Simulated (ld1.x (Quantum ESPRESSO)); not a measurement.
LDA (PZ) RRKJ dataset for nickel, scalar-relativistic all-electron reference.

Ni (Z = 28), norm-conserving RRKJ (Kleinman–Bylander form), made with ld1.x (Quantum ESPRESSO) 7.5 (LDA (PZ), scalar-relativistic). Core [Ar], reference 3d8 4s2 4p0. Waves: 4s (bound): rc 1.90 bohr; 4p (bound, empty): rc 2.85 bohr; 3d (bound): rc 1.25 bohr. Local part: all-electron potential smoothed inside 2.25 bohr (lloc = -1). Core correction: a·sin(br)/r model core, default radius (core density twice the valence density). rho0 = 0.005.

- Cutoffs needed: 120 Ry and 180 Ry (the cutoffs (Ry, on a coarse ladder) from which the occupation-weighted sum of valence levels, in a spherical-Bessel basis at the reference potential, stays within 10 and 1 mRy of its value at 400 Ry)
- Ghost test: no extra level below or beside the all-electron valence levels (s, p, d, f tested) (spherical-Bessel basis up to 400 Ry, 20 bohr box)
- Largest excitation error: -297 meV (all-electron minus pseudo) for 3d9 4s0 4p0, out of 7 test configurations
